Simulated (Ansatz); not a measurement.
[GaBrH3]- (GaH₃Br⁻), relaxed as a singlet with RKS r2SCAN-D4/def2-TZVPD in Ansatz, starting from the GFN2-xTB (ALPB water) geometry. Force threshold 0.02 eV/Å.

Start:

```xyz
5

Ga    0.0190    0.1154   -0.0893
Br   -0.2716   -1.6794    1.3041
H    -1.0692    1.2251    0.2610
H    -0.1627   -0.3660   -1.5976
H     1.4845    0.7049    0.1217
```

(1) Estimate the energy that the relaxation releases and the steps that it takes.

(2) Does the start keep its bonding and symmetry?

(3) Predict the relaxed structure.

## Answers

(1) 3.6 kcal/mol, in 5 steps; 7.5 s on 4 threads of Arm Neoverse V1 on a shared host. No frequencies were taken in this run, so the end may be a saddle point.

(2) By distances, no bond broke or formed. The bond that changes most is Ga1–Br2, from 2.29 to 2.48 Å (atoms count from 1). Point group C3v at the start, C3v at the end, both within 0.05 Å.

(3) 
```xyz
5

Ga    0.032    0.199   -0.154
Br   -0.282   -1.746    1.356
H    -1.098    1.236    0.282
H    -0.169   -0.392   -1.622
H     1.516    0.703    0.138
```
Bond lengths: 1 × Br–Ga 2.48 Å; 3 × Ga–H 1.59 Å.
